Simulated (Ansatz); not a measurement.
Input and output for Al₈N₇H₂₂⁻, a nanocrystal cut from wurtzite AlN (hydrogen-capped).

```yaml
crystal:
  periodic: [false, false, false]
  atoms:
    - {symbol: Al, position_ang: [0.272314, -1.782326, -2.721922]}
    - {symbol: N, position_ang: [-1.311794, -0.753504, -3.313710]}
    - {symbol: N, position_ang: [0.207300, -1.627011, -0.796813]}
    - {symbol: Al, position_ang: [-1.405858, -0.810788, -0.123017]}
    - {symbol: Al, position_ang: [0.194982, -1.784183, 2.477923]}
    - {symbol: N, position_ang: [-1.311263, -0.758065, 1.788432]}
    - {symbol: Al, position_ang: [-1.408712, 1.132009, -2.719147]}
    - {symbol: N, position_ang: [-1.305247, 0.995243, -0.794319]}
    - {symbol: Al, position_ang: [-1.444741, 1.058548, 2.480667]}
    - {symbol: Al, position_ang: [1.832324, -0.867691, -0.108885]}
    - {symbol: N, position_ang: [1.707525, -0.756352, 1.797892]}
    - {symbol: N, position_ang: [1.700497, 0.981582, -0.743330]}
    - {symbol: Al, position_ang: [0.166249, 2.020713, -0.106132]}
    - {symbol: Al, position_ang: [1.852293, 1.066087, 2.466629]}
    - {symbol: N, position_ang: [0.201706, 1.854217, 1.800383]}
    - {symbol: H, position_ang: [0.090203, -3.315129, -3.204798]}
    - {symbol: H, position_ang: [1.535819, -0.942142, -3.294391]}
    - {symbol: H, position_ang: [-2.173034, -1.250540, -3.031840]}
    - {symbol: H, position_ang: [-1.324808, -0.760039, -4.345638]}
    - {symbol: H, position_ang: [0.179859, -2.588627, -0.406562]}
    - {symbol: H, position_ang: [-2.730798, -1.574491, -0.657485]}
    - {symbol: H, position_ang: [0.201908, -3.241232, 1.725216]}
    - {symbol: H, position_ang: [0.194117, -1.866693, 4.091023]}
    - {symbol: H, position_ang: [-2.156575, -1.245981, 2.132090]}
    - {symbol: H, position_ang: [-2.827109, 1.742548, -3.199987]}
    - {symbol: H, position_ang: [-0.049257, 1.805876, -3.291752]}
    - {symbol: H, position_ang: [-2.151072, 1.452411, -0.402749]}
    - {symbol: H, position_ang: [-2.703203, 1.795152, 1.730124]}
    - {symbol: H, position_ang: [-1.515196, 1.096738, 4.093888]}
    - {symbol: H, position_ang: [3.180578, -1.597212, -0.594180]}
    - {symbol: H, position_ang: [2.547108, -1.241311, 2.159904]}
    - {symbol: H, position_ang: [1.719133, 0.993323, -1.778131]}
    - {symbol: H, position_ang: [2.554093, 1.473649, -0.427167]}
    - {symbol: H, position_ang: [0.209441, 3.553753, -0.589276]}
    - {symbol: H, position_ang: [1.972150, 1.133677, 4.074880]}
    - {symbol: H, position_ang: [3.096482, 1.784514, 1.668402]}
    - {symbol: H, position_ang: [0.202586, 2.823279, 2.163779]}
basis:
  gaussian: {orbitals: def2-SVP}
total_charge: -1
hamiltonian: {xc: {name: SPW92}}
scf: {omitted_lower_state_checks: [starts]}
output: {forces: true}
```

```sh
$ ansatz run in.yaml --threads 2 --pin off --events-out ev --progress --plain --max-ram 20480MiB --backend cuda --devices 0, --max-vram 18GiB
```

It prints (some lines left out):

```
Functional definition: SPW92
  name "SPW92"
  cite "Dirac, Proc. Camb. Phil. Soc. 26, 376 (1930) doi:10.1017/S0305004100016108"
  cite "Slater, Phys. Rev. 81, 385 (1951) doi:10.1103/PhysRev.81.385"
  cite "Perdew & Wang, Phys. Rev. B 45, 13244 (1992) doi:10.1103/PhysRevB.45.13244"
  exchange = slater_x
  correlation = pw_c
these checks for a lower state are left out or cut short: starts
4024 factors; their error is unknown
mean field evaluation 1: about -63204.1758 eV, gradient 1.4e2 eV
mean field evaluation 2: about -63075.7621 eV, gradient 2.6e2 eV
mean field evaluation 4: about -63242.5808 eV, gradient 1.6e1 eV
mean field evaluation 8: about -63243.2202 eV, gradient 3.6e-1 eV
mean field evaluation 16: about -63243.0177 eV, gradient 5.0e-3 eV
mean field -63243.01774263 eV, -2324.1380343845 hartree, gradient 6.9e-5 eV, S^2 0.000000; 0 other end points of the search recorded, 0 dependent functions left out
the calculation of the forces begins
reference -63243.01782037 eV, -2324.1380372415 hartree; 88, 88 occupied and 264, 264 virtual orbitals, 4024 factors
Total energy: -63243.01782037 eV, -2324.1380372415 hartree
Atom 0 at     0.272314    -1.782326    -2.721922 Å, force    -0.243531     0.230051     0.241969 eV/Å
Atom 1 at    -1.311794    -0.753504    -3.313710 Å, force     0.260637     0.150098     0.207448 eV/Å
Atom 2 at     0.207300    -1.627011    -0.796813 Å, force    -0.000245     0.297243    -0.108170 eV/Å
Atom 3 at    -1.405858    -0.810788    -0.123017 Å, force     0.363932     0.209912     0.051330 eV/Å
Atom 4 at     0.194982    -1.784183     2.477923 Å, force     0.011080     0.370844    -0.251344 eV/Å
Atom 5 at    -1.311263    -0.758065     1.788432 Å, force     0.231014     0.133329    -0.118459 eV/Å
Atom 6 at    -1.408712     1.132009    -2.719147 Å, force     0.077487    -0.326200     0.241343 eV/Å
Atom 7 at    -1.305247     0.995243    -0.794319 Å, force     0.257080    -0.149012    -0.108521 eV/Å
Atom 8 at    -1.444741     1.058548     2.480667 Å, force     0.326245    -0.175691    -0.251882 eV/Å
Atom 9 at     1.832324    -0.867691    -0.108885 Å, force    -0.358260     0.221953     0.094922 eV/Å
Atom 10 at     1.707525    -0.756352     1.797892 Å, force    -0.232968     0.127151    -0.115264 eV/Å
Atom 11 at     1.700497     0.981582    -0.743330 Å, force    -0.278487    -0.160867     0.280917 eV/Å
Atom 12 at     0.166249     2.020713    -0.106132 Å, force     0.012884    -0.421316     0.094327 eV/Å
Atom 13 at     1.852293     1.066087     2.466629 Å, force    -0.325386    -0.187417    -0.260115 eV/Å
Atom 14 at     0.201706     1.854217     1.800383 Å, force    -0.006614    -0.265196    -0.115636 eV/Å
Atom 15 at     0.090203    -3.315129    -3.204798 Å, force    -0.010967     0.008470     0.006707 eV/Å
Atom 16 at     1.535819    -0.942142    -3.294391 Å, force     0.016465     0.043516     0.019689 eV/Å
Atom 17 at    -2.173034    -1.250540    -3.031840 Å, force    -0.100709    -0.058217     0.115054 eV/Å
Atom 18 at    -1.324808    -0.760039    -4.345638 Å, force     0.040297     0.023357    -0.091496 eV/Å
Atom 19 at     0.179859    -2.588627    -0.406562 Å, force    -0.006341    -0.135844     0.098354 eV/Å
Atom 20 at    -2.730798    -1.574491    -0.657485 Å, force    -0.004523    -0.002610    -0.025626 eV/Å
Atom 21 at     0.201908    -3.241232     1.725216 Å, force    -0.001041     0.021009    -0.051493 eV/Å
Atom 22 at     0.194117    -1.866693     4.091023 Å, force    -0.001716     0.016542     0.002835 eV/Å
Atom 23 at    -2.156575    -1.245981     2.132090 Å, force    -0.080192    -0.046272     0.031230 eV/Å
Atom 24 at    -2.827109     1.742548    -3.199987 Å, force     0.001826    -0.013754     0.006676 eV/Å
Atom 25 at    -0.049257     1.805876    -3.291752 Å, force     0.045893    -0.007602     0.019634 eV/Å
Atom 26 at    -2.151072     1.452411    -0.402749 Å, force    -0.120703     0.062393     0.098580 eV/Å
Atom 27 at    -2.703203     1.795152     1.730124 Å, force     0.017703    -0.011368    -0.051504 eV/Å
Atom 28 at    -1.515196     1.096738     4.093888 Å, force     0.013464    -0.009743     0.002803 eV/Å
Atom 29 at     3.180578    -1.597212    -0.594180 Å, force     0.002309    -0.000898    -0.006249 eV/Å
Atom 30 at     2.547108    -1.241311     2.159904 Å, force     0.077696    -0.045400     0.032787 eV/Å
Atom 31 at     1.719133     0.993323    -1.778131 Å, force    -0.068985    -0.039593    -0.203365 eV/Å
Atom 32 at     2.554093     1.473649    -0.427167 Å, force     0.117837     0.067849     0.132491 eV/Å
Atom 33 at     0.209441     3.553753    -0.589276 Å, force     0.000374     0.002447    -0.006230 eV/Å
Atom 34 at     1.972150     1.133677     4.074880 Å, force    -0.016381    -0.009443     0.006365 eV/Å
Atom 35 at     3.096482     1.784514     1.668402 Å, force    -0.016794    -0.009630    -0.053011 eV/Å
Atom 36 at     0.202586     2.823279     2.163779 Å, force    -0.000379     0.089911     0.032904 eV/Å
Dipole moment:    -0.140309    -0.080171    -0.796873 e Å
Checks for a lower state left out: starts
```

It took 3.8 s on 2 threads of AMD EPYC 7R13 on a shared host and a share (18 GiB) of an NVIDIA H100 80GB HBM3.

The highest occupied level of an anion often lies above zero with these methods, and sets without diffuse functions describe the outer electron poorly.

The dipole of an ion depends on the origin.
